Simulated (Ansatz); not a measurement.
Species: C₇H₁₄Si, SMILES `[SiH3][C@@H]1C[C@@H]2CC[C@H]1C2` (charge 0, multiplicity 1).

Give a relaxed geometry from PBE0-D3(BJ)/def2-SVP run with Ansatz (an electronic-structure program).

One answer among several that fit: the end point of this relaxation, one of several conformers (outside a Z-matrix the atoms follow the SMILES, hydrogens last).
Cartesian coordinates (Å) in one orientation:
```xyz
22

Si     2.361     0.036     0.890
C      1.066    -0.148    -0.472
C      0.316     1.174    -0.827
C     -1.163     0.764    -0.755
C     -1.535     0.551     0.722
C     -0.824    -0.780     1.079
C     -0.092    -1.141    -0.222
C     -1.112    -0.679    -1.272
H      1.820     0.774     2.074
H      2.859    -1.299     1.352
H      3.524     0.817     0.364
H      1.624    -0.495    -1.359
H      0.534     2.006    -0.137
H      0.585     1.520    -1.837
H     -1.836     1.450    -1.289
H     -2.626     0.466     0.843
H     -1.206     1.393     1.351
H     -1.552    -1.565     1.335
H     -0.145    -0.688     1.941
H      0.222    -2.193    -0.277
H     -0.740    -0.761    -2.306
H     -2.079    -1.202    -1.198
```
